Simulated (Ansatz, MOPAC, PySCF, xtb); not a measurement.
Donor–acceptor adduct: BH3 (SMILES B) (first 4 atoms) with H2S (SMILES S); geometry from B3LYP-D3(BJ)/def2-TZVP, rigid monomers moved along the line of their centres of mass till B1···S5 is 2.84 Å.
(charge 0, multiplicity 1):
| atom | x (Å) | y (Å) | z (Å) |
|---|---|---|---|
| B | -0.4494 | -0.3252 | 0.6695 |
| H | 0.4057 | -0.8871 | 0.0385 |
| H | -1.2478 | -1.0569 | 1.1911 |
| H | -0.8794 | 0.6904 | 0.2021 |
| S | 1.0538 | 0.4717 | 2.9435 |
| H | 0.2253 | 1.3143 | 3.5884 |
| H | 1.8180 | 1.4777 | 2.4783 |

Monomers are frozen at their geometry in the pair; levels with a basis set take the counterpoise correction. Rows marked so take none.

Cores are frozen in the correlated methods. CBS: X⁻³ extrapolation of the correlation energy, Hartree–Fock from the larger set. Rows in 6-311+G**, 6-31G* carry no dispersion term and start afresh at each structure (6-31G* with six Cartesian d functions). The state that PM7 reach isn't checked; PM7 holds dispersion and hydrogen-bond terms.

Codes used: Ansatz (Gaussian orbitals); MOPAC for PM7 (differences of heats of formation); PySCF for 6-311+G** rows, 6-31G* rows, the dispersion terms; xtb for the GFN methods. Each number belongs to the level named beside it.

```json
[
 {"level": "PM7", "interaction energy (meV)": "-275.4"},
 {"level": "GFN2-xTB", "interaction energy (meV)": "-175.5"},
 {"level": "B3LYP/6-31G* (no counterpoise)", "interaction energy (meV)": "-415.8"},
 {"level": "B3LYP/6-311+G** (no counterpoise)", "interaction energy (meV)": "-405.5"},
 {"level": "B3LYP-D4/def2-TZVPPD", "interaction energy (meV)": "-457.3"},
 {"level": "M06-2X/6-31G* (no counterpoise)", "interaction energy (meV)": "-461.4"},
 {"level": "wB97X-V/def2-TZVPPD", "interaction energy (meV)": "-426.2"},
 {"level": "SCS-MP2/aug-cc-pV(T+d)Z", "interaction energy (meV)": "(withheld)"},
 {"level": "CCSD(T)/CBS(aug-cc-pV(D+d)Z, aug-cc-pV(T+d)Z)", "interaction energy (meV)": "-406.4"}
]
```

Question: Complete the blanks.

Answer: 
- SCS-MP2/aug-cc-pV(T+d)Z, interaction energy (meV): -366.8

Ansatz is a first-principles code.
